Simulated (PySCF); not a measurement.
**Dipole moment and polarisability of [(Cl)3Hf]2S**

[(Cl)3Hf]2S (singlet state).
Geometry (PBE0-D3(BJ)/def2-SVP, Å), atoms numbered from 1 in this order:
```xyz
9
Cl6Hf2S angstrom
Hf     1.417   -1.407    1.326
Cl     1.817   -0.230    3.289
Cl     3.410   -1.809    0.200
Cl     0.308   -3.400    1.776
S      0.026   -0.117   -0.105
Hf    -1.376    1.360   -1.338
Cl    -0.199    3.329   -1.688
Cl    -1.975    0.434   -3.389
Cl    -3.294    1.772   -0.097
```

Level: CAM-B3LYP/def2-SVPD (PySCF), static field, nuclei fixed, core orbitals frozen in the response. The polarisability tensor in these axes (au):

```
x   193.66 -22.06  22.19
y   -22.06 191.70 -21.77
z    22.19 -21.77 191.59
```

Task: Diagonalise the tensor; give its mean and Δα, where Δα² is half the sum of the squared differences of the eigenvalues.

Result: Principal values 169.86, 170.74 and 236.35 au; mean 192.32 au = 28.50 Å³ = 31.71 × 10⁻⁴⁰ C²·m²/J; Δα = 66.05 au (34 % of the mean).

Task: What is the dipole moment?

Result: 0.08 D at this geometry.

Task: What would n − 1 = 2πNα be for an ideal gas of these molecules at 400 K and 1 atm, electronic part alone?

Result: N = p/kT = 1.8347 × 10¹⁹ cm⁻³, so n − 1 = 2π × N × 28.50 × 10⁻²⁴ cm³ = 3285 × 10⁻⁶ at long wavelengths.

Task: Find the Langevin capture rate constant for O2+ (31.990 u) meeting this molecule (601.678 u), k = 2.342 × 10⁻⁹ cm³/s × √(α in Å³ / reduced mass in u).

Result: The reduced mass is 30.37 u, so k = 2.27 × 10⁻⁹ cm³/s.

Task: Form Σ f/ω² (atomic units) for the 10 lowest TDDFT singlets, given as eV and f, and set it beside the mean polarisability, which is this sum over all singlets: 4.52, 0.0003; 4.58, 0.0074; 4.58, 0.0070; 5.35, 0.7082; 5.47, 0.0114; 5.51, 0.0175; 5.87, 0.0003; 5.94, 0.0001; 5.95, 0.0000; 6.05, 0.0003.

Result: They add up to 19.54 au, 10.2 % of the 192.32 au; the largest single term is 18.29 au, from the state at 5.35 eV. Terms in order: 0.01, 0.26, 0.25, 18.29, 0.28, 0.43, 0.01, 0.00, 0.00, 0.01 au. Higher excitations give the rest. The strengths listed sum to 0.752.

Geometry: PBE0-D3(BJ)/def2-SVP; no solvent, vibrations or thermal averaging. Atoms past krypton carry effective core potentials; spin–orbit coupling is left out.
